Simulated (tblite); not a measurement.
C₂H₈Si₂, charge -1, doublet, at the geometry of the source list (a state made from the parent by changing its charge; the spin is typed, not shown lowest); IPEA1-xTB run with tblite.

tblite was given this input:
```
$ tblite run mol.xyz --method ipea1 --charge -1 --spin 1 --json tblite.json --no-restart

# file mol.xyz
12

C      0.25520000     0.36050000     1.25210000
Si     1.34730000    -0.24900000    -0.20320000
C     -0.25960000    -0.38980000    -1.24230000
Si    -1.34250000     0.28120000     0.19250000
H      0.50550000     1.34690000     1.63190000
H      0.25060000    -0.30470000     2.11220000
H      2.30460000     0.74140000    -0.69870000
H      2.03750000    -1.52020000     0.03680000
H     -0.27460000     0.21000000    -2.14790000
H     -0.50430000    -1.40500000    -1.54560000
H     -1.95990000     1.58210000    -0.07140000
H     -2.36000000    -0.65340000     0.68360000
```

The log (banner, timings and long lists left out):

```
xTB calculator
 | screened Coulomb repulsion
 | Coulomb electrostatics
 |  * isotropic Klopman-Ohno-Mataga-Nishimoto electrostatics
 |  * onsite third-order electrostatics
 | DFT-D3(BJ) dispersion correction

halogen bonding energy    0.0000000000000E+00 Eh
repulsion energy          1.9599618414533E-01 Eh
dispersion energy        -4.4175371181260E-03 Eh
number of electrons       2.5000000000000E+01 e
integral cutoff           4.0000000000000E+01 bohr

------------------------------------------------------------
  cycle        total energy    energy error   density error
------------------------------------------------------------
      1     -13.24520274517  -1.3436781E+01   4.7455678E-01
      2     -13.24778981515  -2.5870700E-03   2.8036667E-01
      3     -13.24548978858   2.3000266E-03   2.7687865E-02
      4     -13.24839305159  -2.9032630E-03   6.9834715E-03
      5     -13.24847829829  -8.5246700E-05   2.5192406E-03
      6     -13.24848476613  -6.4678406E-06   5.8640084E-04
      7     -13.24848520060  -4.3447046E-07   6.3516521E-05
      8     -13.24848523615  -3.5543307E-08   2.6174303E-05
      9     -13.24848524332  -7.1725061E-09   5.6480645E-07
------------------------------------------------------------

electronic energy        -1.3440063890346E+01 Eh
total energy             -1.3248485243319E+01 Eh

Post processing:
 | Mayer-Wiberg bond orders

[Info] JSON dump of results written to 'tblite.json'
```
